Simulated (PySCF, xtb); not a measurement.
Ge(H)2(PH2)2 (GeH6P2), SMILES [GeH2]([PH2])[PH2]. One conformer was computed; it need not be the lowest.

Harmonic wavenumbers (cm⁻¹) from GFN2-xTB run with xtb at its own minimum, in rising order: 76, 96, 100, 281, 333, 366, 525, 553, 713, 717, 753, 762, 860, 1123, 1127, 1838, 1910, 2245, 2257, 2311, 2320.

Problem. What does PBE0-D3(BJ)/def2-SVP in PySCF give at its own minimum? (The exact figures need the calculation; the answer reports its results.)

Solution. 109, 113, 138, 336, 342, 379, 551, 578, 686, 745, 768, 796, 854, 1086, 1090, 2143, 2151, 2400, 2401, 2415, 2417. Paired by order, the mean absolute difference is 69 cm⁻¹ and the zero-point energies are 30.4 and 32.2 kcal/mol.
